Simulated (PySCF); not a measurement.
# Excitation energy of Si⁺ by level of theory

Si⁺ [Ne] 3s2 3p1 (2P) → Si⁺ [Ne] 3s1 3p1 3d1 (high-spin determinant), as a difference of total energies. Computed with PySCF 2.14 in aug-cc-pwCVDZ, with the non-relativistic Hamiltonian (point nucleus). Correlated levels: valence: [Ne] frozen; valence and next inner shell: 1s2 frozen; nothing frozen. The calculations carry no spin-orbit coupling.

```tsv
method	excitation energy (cm⁻¹)
UHF	111810
PBE	113870
PBE0	115220
r2SCAN	112800
TPSS	114190
B2PLYP	119350
PBEsol	113140
MP2 (valence)	118420
SCS-MP2 (valence)	120390
MP2 (valence and next inner shell)	119850
SCS-MP2 (valence and next inner shell)	121510
MP2 (all electrons)	119840
SCS-MP2 (all electrons)	121500
```

Q: Estimate what LDA gives.

A: 115420 cm⁻¹, closest to PBE0 among the rows shown.

Q: Estimate what HSE06 gives.

A: 115180 cm⁻¹, closest to PBE0 among the rows shown.

The promoted electron is Rydberg-like, and one or two diffuse shells describe it only roughly, which tends to raise the upper state.

The determinant of the upper state mixes LS terms, which raises its energy above the lowest term, most at the Hartree-Fock and MP2 levels.
